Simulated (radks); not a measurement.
Initial-state core-level shifts of neutral technetium when its valence configuration changes from [Kr] 4d5 5s2. All-electron calculation, non-relativistic Kohn-Sham, PBE, spin-unpolarised, spherical densities, point nucleus; relativity is left out, which matters for an element this heavy. Program: a radial shooting solver on a logarithmic mesh with Libxc functionals. Shifts are changes of the shell-averaged eigenvalues in eV (positive: less bound); the change of the density at the nucleus, which sets a Mossbauer isomer shift, is in e/bohr^3, on a base of 5.554e+04.

| valence | 2s | 2p | 3p | 3d | density at nucleus |
|---|---|---|---|---|---|
| 4d5 5s1 5p1 | -1.333 | -1.333 | -1.348 | -1.345 | -6.224 |
| 4d5 5p2 | -2.523 | -2.523 | -2.554 | -2.548 | -13.280 |
| 4d4 5s2 5p1 | -5.598 | -5.580 | -5.491 | -5.515 | +4.537 |
| 4d5.5 5p1.5 | -0.040 | -0.049 | -0.104 | -0.089 | -13.920 |
| 4d6 5p1 | +2.298 | +2.281 | +2.215 | +2.236 | -14.412 |
| 4d6 5s1 | +3.653 | +3.637 | +3.589 | +3.607 | -8.679 |
| 4d5.5 5s1.5 | +1.915 | +1.907 | +1.877 | +1.887 | -4.667 |
| 4d5 5s0.5 5p1.5 | -1.941 | -1.942 | -1.964 | -1.960 | -9.662 |
| 4d4.5 5s1 5p1.5 | -3.998 | -3.989 | -3.966 | -3.974 | -4.777 |
